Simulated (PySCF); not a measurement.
**Electronic structure of Kr (krypton, neutral) at the M06-2X level**

Configuration: [Kr], closed-shell 1S. Computed with PySCF 2.14 in aug-cc-pVDZ-PP with ECP10MDF (5s4p3d, 32 functions), with a scalar-relativistic core potential.

```
Total energy                : -463.7395 hartree
One-electron energy         : -808.5956 hartree
Hartree (Coulomb) energy    : 378.3866 hartree
Exchange-correlation energy : -33.5305 hartree
⟨S²⟩                        : 0.0000
⟨L²⟩                        : 0.000
Sum of ⟨r⟩                  : 24.72 bohr
Sum of ⟨r²⟩                 : 39.02 bohr²
Time after the integrals    : 0.67 s of wall time on 1 thread of Neoverse-N1 (shared host)
```

```csv
shell,electrons,mean orbital energy (hartree),"rms radius, mean of both spins (bohr)"
3s,2,-9.92234,0.570
3p,6,-7.77764,0.585
3d,10,-3.44378,0.605
4s,2,-1.01836,1.70
4p,6,-0.44404,2.12
```

Energies and moments cover only the electrons outside the core potential.
